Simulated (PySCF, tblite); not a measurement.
**Question.** Give a GFN2-xTB geometry of `COCC/P=P\CO`.

**Answer.** 
```xyz
18
C4H10O2P2 angstrom
C     -2.395    0.894    0.543
O     -1.122    0.306    0.523
C     -1.122   -1.052    0.138
C      0.326   -1.515    0.200
P      1.052   -0.786    1.776
P      2.128    0.867    1.289
C      1.942    1.124   -0.583
O      2.619    0.150   -1.343
H     -2.846    0.889   -0.457
H     -2.259    1.920    0.877
H     -3.064    0.368    1.236
H     -1.538   -1.164   -0.875
H     -1.747   -1.633    0.833
H      0.374   -2.603    0.276
H      0.880   -1.203   -0.683
H      0.886    1.072   -0.856
H      2.310    2.132   -0.816
H      3.567    0.241   -1.191
```

Orientation and origin are arbitrary. Atoms count from 1 in this order. Of the pairs four or more bonds apart, O8···H15 is among the closest relative to their van der Waals radii: 2.30 Å, 85 % of the sum of Bondi's values.

Bonds between heavy atoms (Å): C1–O2 1.402, O2–C3 1.412, C3–C4 1.521, C4–P5 1.882, P5=P6 2.032, P6–C7 1.899, C7–O8 1.409.

The geometry is computed with GFN2-xTB (gas phase).

Point group: C1 (no symmetry element, even within 0.4 Å). Its GFN2-xTB frequencies are all real (lowest 38 cm⁻¹). The numbers are those of one conformer (C1–O2–C3–C4 -179°, O2–C3–C4–P5 42°, C3–C4–P5–P6 -100°, P5–P6–C7–O8 -70°, P6–C7–O8–H -65°).
